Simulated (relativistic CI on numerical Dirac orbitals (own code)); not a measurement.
L2,3 absorption of cobalt in several valence states

Computed multiplet spectra 2p⁶3dⁿ → 2p⁵3dⁿ⁺¹ (Dirac-Coulomb-Breit ions, Slater integrals scaled by 0.8, an assumed crystal field that grows with the charge, no charge transfer; 300 K; Lorentzian 0.4 eV and Gaussian 0.3 eV FWHM at both edges, so that L2 comes out sharper than in experiment). Peaks over 5 % are given in eV from the highest peak in the L3 region of each spectrum (height, largest 100). S of the lowest state is read from ⟨S²⟩, and the branching ratio is the share of L3, cut at the minimum between the edges.

Field parameters in Wybourne normalisation: Oh B⁴₀ = 21Dq, B⁴₄ = √(5/14) B⁴₀. The field is a parameter set, without covalency.

- Co²⁺ (d7, Oh, 10Dq = 8850 cm⁻¹): S = 1.50, high spin, branching ratio 0.82; peaks -3.1 (53), -1.8 (93), -1.1 (94), 0.0 (100), 13.6 (28), 14.3 (33), 16.1 (6), 16.5 (6)
- Co³⁺ (d6, Oh, 10Dq = 11400 cm⁻¹): S = 2.00, high spin, branching ratio 0.78; peaks -2.4 (19), -1.3 (26), 0.0 (100), 1.3 (54), 3.2 (21), 13.6 (10), 15.1 (34), 18.6 (8)
- Co⁴⁺ (d5, Oh, 10Dq = 14000 cm⁻¹): S = 2.50, high spin, branching ratio 0.77; peaks -2.0 (26), 0.0 (100), 1.8 (29), 3.6 (7), 4.4 (10), 5.4 (6), 13.7 (15), 15.9 (19), 16.8 (14), 17.4 (17)
- Co⁵⁺ (d4, Oh, 10Dq = 16600 cm⁻¹): S = 1.99, high spin, branching ratio 0.66; peaks -2.3 (37), -1.4 (37), 0.0 (100), 2.0 (65), 3.9 (30), 10.0 (22), 11.7 (34), 12.5 (27), 13.1 (20), 15.2 (26), 16.3 (42), 17.6 (16)

The centroid of the whole edge, which also moves with the branching ratio, lies at 783.7 (Co²⁺), 787.1 (Co³⁺), 791.2 (Co⁴⁺), 796.2 (Co⁵⁺) eV in this ionic model, in steps of 3.4 to 5.0 eV. Compounds show about 1 to 2 eV a unit and lower energies for the high valences, since ligands screen the charge. The multiplet shape follows the d count and the spin state, and so serves as a fingerprint of valence. Real compounds of Co³⁺, Co⁴⁺, Co⁵⁺ are mostly low spin, since covalency shrinks the Slater integrals more than this scale does.
